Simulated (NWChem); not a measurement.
# C2H4F2Si; SMILES F/C=C(/F)[SiH3]

Program: NWChem. The geometry was optimised at PBE0/def2-SVP. Level: M06-2X/def2-SVP with SMD (1 M gas to 1 M solution), gas-phase geometry. Reactions with the solvent are ignored.

```tsv
solvent	dielectric constant	solvation free energy (kcal/mol)	cavity-dispersion-structure term (kcal/mol)	dipole in solution (D)
water	78.4	2.4	4.9	0.34
benzene	2.27	-0.8	0.6	0.27
1-octanol	9.86	-0.6	1.7	0.32
1,4-dioxane	2.21	0.5	1.8	0.27
ethylene glycol	40.2	1.1	3.5	0.34
2-propanol	19.3	-1.1	1.3	0.33
```
